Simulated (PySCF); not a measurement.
## Deuteron quadrupole couplings in diallyl carbonate

Diallyl carbonate, C₇H₁₀O₃.
Structure used (PBE0-D3(BJ)/def2-SVP), in Å, numbered top down from 1:
```
atom  x, y, z in Å
C1     4.2473    0.6525   -0.6680
C2     3.2733   -0.2544   -0.7253
C3     2.0244   -0.1983    0.0846
O4     0.9119   -0.3774   -0.7891
C5    -0.2576   -0.5666   -0.1892
O6    -0.4368   -0.5917    0.9996
O7    -1.1859   -0.7355   -1.1267
C8    -2.5304   -0.8357   -0.6516
C9    -3.1254    0.5183   -0.4368
C10   -3.5116    0.9713    0.7550
H11    5.1659    0.5426   -1.2496
H12    4.1656    1.5388   -0.0303
H13    3.3732   -1.1298   -1.3773
H14    2.0072   -0.9961    0.8468
H15    1.9294    0.7609    0.6188
H16   -3.0626   -1.3819   -1.4436
H17   -2.5517   -1.4261    0.2759
H18   -3.2140    1.1518   -1.3273
H19   -3.9435    1.9684    0.8743
H20   -3.4021    0.3600    1.6560
```

Level: PBE0/pcSseg-1 (PySCF, non-relativistic); Q(2H) = 0.00286 b; rigid geometry, the same for H and D, with no vibrational averaging.

Question: Rank these positions by the coupling χzz of a deuteron there, largest first.
A. H19 (vinylic hydrogen)
B. H13 (vinylic hydrogen)
C. H15 (methylene hydrogen)

Answer: A (205 kHz), B (200 kHz), C (186 kHz).

Q: Give the electric field gradient Vzz (the principal value of largest size), its asymmetry and the 2H coupling at each hydrogen.

A: 
```
atom  bonded to  bond length (Å)  Vzz (au)     η  χzz (kHz)
 H11         C1            1.093    0.3067  0.05        206
 H12         C1            1.095    0.3026  0.06        203
 H13         C2            1.096    0.2972  0.07        200
 H14         C3            1.104    0.2718  0.10        183
 H15         C3            1.102    0.2761  0.09        186
 H16         C8            1.099    0.2819  0.06        189
 H17         C8            1.100    0.2758  0.09        185
 H18         C9            1.096    0.2976  0.07        200
 H19        C10            1.093    0.3057  0.04        205
 H20        C10            1.094    0.3016  0.06        203
```

Q: How does χzz go with the bond length over the 10 C–H bonds?

A: A straight-line fit has a slope of -24.0 kHz for each 0.01 Å, with a correlation coefficient of -0.97, over lengths from 1.093 to 1.104 Å. The longer bonds have the smaller couplings here.

Q: Give the 2H NMR doublet splittings at H16 for a magnetic field along the z, y and x axes of the gradient: 3χ/2, 3χ(1 + η)/4, 3χ(1 − η)/4.

A: With |χ| = 189.5 kHz and η = 0.061: 284, 151 and 133 kHz, to first order and without motion.

Isolated species at its PBE0-D3(BJ)/def2-SVP geometry (one conformer only). The small basis limits the accuracy of the gradients.
